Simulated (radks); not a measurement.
Problem. Excited configurations of Bi III: one electron is placed in a higher orbital outside [Hg]. The ground configuration is [Hg] 6p1. Method: non-relativistic Kohn-Sham, TPSS, spin-polarised, spherical densities, point nucleus; open shells are filled with parallel spins first (spin-orbit coupling, left out, can overturn this in heavy ions); meta-GGA in the generalised Kohn-Sham scheme; relativity is left out, which matters for an element this heavy; computed with a radial shooting solver on a logarithmic mesh with Libxc functionals. Excitation = E - E(ground); binding = E(ion) - E, where the ion is the core of charge +3; n* = 3/sqrt(2 binding) in atomic units, and the quantum defect is n - n*.

| outer orbital | excitation (eV) | binding (eV) | n* | quantum defect | eigenvalue (eV) | <r> (bohr) |
|---|---|---|---|---|---|---|
| 5f | 14.275 | 8.831 | 3.724 | 1.276 | -6.586 | 4.497 |
| 6d | 10.040 | 13.065 | 3.061 | 2.939 | -10.606 | 3.870 |
| 6f | 16.979 | 6.127 | 4.471 | 1.529 | -4.997 | 8.123 |
| 7p | 12.281 | 10.824 | 3.363 | 3.637 | -9.305 | 5.634 |
| 7d | 15.537 | 7.569 | 4.022 | 2.978 | -6.399 | 7.503 |
| 7f | 18.833 | 4.273 | 5.353 | 1.647 | -3.611 | 12.77 |

Estimate the row for 7s.

Solution. excitation (eV) 10.094; binding (eV) 13.012; n* 3.068; quantum defect 3.932; eigenvalue (eV) -11.351; <r> (bohr) 4.927. The Delta-SCF ionisation energy is 23.106 eV (NIST Atomic Spectra Database: 25.571 eV, measured). Self-interaction in the functional shifts the binding energies and quantum defects, so they are the method's values and not measured ones. Relativity is left out here, which matters for elements this heavy. Open shells are spherical and high-spin; term and fine-structure splittings are not resolved.
